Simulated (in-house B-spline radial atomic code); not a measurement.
RPA and G0W0 on LC-wPBE: Ge²⁺

Configuration [Ar] 3d10 4s2, mean-field start LC-wPBE. Computed with an all-electron radial atomic-structure program (B-spline basis): all electrons, scalar-relativistic (spin-free one-electron X2C), finite nucleus, each spin shell either full or empty, empty states to l = 9 with an (l + 1/2)⁻⁴ tail; G0W0 by contour deformation at full frequency.

Command:
```bash
python run_gw.py task.json out
```
Settings (radii: box in bohr, nucleus in fm):
```
Z                        32
electrons                30
configuration            [Ar] 3d10 4s2
hamiltonian              x2c
method                   lc_wpbe
lmax                     9
rms_radius               4.0742
spin_polarised           False
box_radius               17.55
intervals                70
ion_configuration        [Ar] 3d10 4s1
```

Cost of the run: 11 s on 1 thread of Arm Neoverse N1, with other jobs on the host.

Energies (hartree):

```csv
term,value
mean-field total,-2097.66912
Hartree-Fock functional on these orbitals,-2096.25517
direct second order,-2.616
second-order exchange,0.75245
SOSEX correction,0.68498
```

(1) What is the RPA correlation energy, and what remains with SOSEX?

Quasi-particle levels (eV):

| level | occupied | mean field | Σx - vxc | Σc | QP weight | G0W0 |
| --- | --- | --- | --- | --- | --- | --- |
| 4s | yes | -33.25 | 0.66 | ? | ? | ? |
| 4p | no | -16.209 | 1.44 | -1.13 | 0.969 | -15.905 |

G0W0 = mean field + (Σx - vxc) + Σc, with Σc (partial-wave tail included) taken at the quasi-particle energy. Only the outer levels were computed. Levels of low weight are left out.

(2) Where does G0W0 put 4s?

(3) What does it cost to remove one electron (to [Ar] 3d10 4s1) by differences of total energies, each species on its own start (correlation terms add to the Hartree-Fock functional)?

Answers

(1) RPA gives -2.2292 hartree (-2.02 eV per electron); RPA + SOSEX gives -1.5442, and the second-order doubles -1.8636 hartree (no singles). SOSEX takes back 31 % of the RPA value.

(2) At -34.37 eV, with Σc = -1.79 eV and a quasi-particle weight of 0.965. The tabulated removal energy is 34.058 ± 0.0012 eV (NIST, measured); the calculation leaves out spin-orbit coupling, Breit and QED terms, and what these don't explain is the method's own error.

(3) LC-wPBE 34.05 eV, Hartree-Fock functional 32.09 eV, + RPA 34.05 eV, + RPA + SOSEX 33.61 eV, + second order 34.36 eV. Tabulated: 34.058 ± 0.0012 eV (NIST, measured); the calculation leaves out spin-orbit coupling, Breit and QED terms, and what these don't explain is the method's own error.
